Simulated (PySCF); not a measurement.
Al(Me)2(NH3) (C2H9AlN), SMILES [CH3][Al+]([CH3])<-[NH3] (connectivity only; charge and spin as stated), charge +1, multiplicity 1.

The structure is a stationary point at r2SCAN-D4/def2-SVP. The spin state was assumed, not searched. The isomer is the one that the SMILES or the coordinates give; other isomers of the formula were not compared.

These are TDDFT-PBE0/def2-SVPD in PySCF values and carry that method's errors.

Vertical excitations. Isolated molecule, no solvent.

Computed UV-visible absorptions:
```tsv
state	energy (eV)	λ (nm)	f	main pairs
S1	5.74	216	0.000	HOMO→LUMO 100 %
S2	6.74	184	0.083	HOMO→LUMO+1 98 %
S3	7.31	170	0.045	HOMO−1→LUMO 99 %
S4	7.98	155	0.160	HOMO→LUMO+2 90 %
S5	8.00	155	0.109	HOMO−1→LUMO+1 95 %
S6	8.34	149	0.000	HOMO−2→LUMO 99 %
S7	8.59	144	0.010	HOMO−5→LUMO 90 %
S8	8.64	143	0.177	HOMO−3→LUMO 87 %
S9	8.73	142	0.015	HOMO−4→LUMO 82 %
S10	8.91	139	0.006	HOMO→LUMO+4 47 %, HOMO→LUMO+3 33 %, HOMO→LUMO+5 8 %
T1	5.36	231	0	HOMO→LUMO 99 %
T2	6.18	201	0	HOMO→LUMO+1 87 %
T3	6.55	189	0	HOMO−1→LUMO 96 %
T4	7.40	168	0	HOMO→LUMO+2 82 %
```
Triplets are in the Tamm–Dancoff approximation, which puts them higher than full response would, so one can lie above its singlet here.
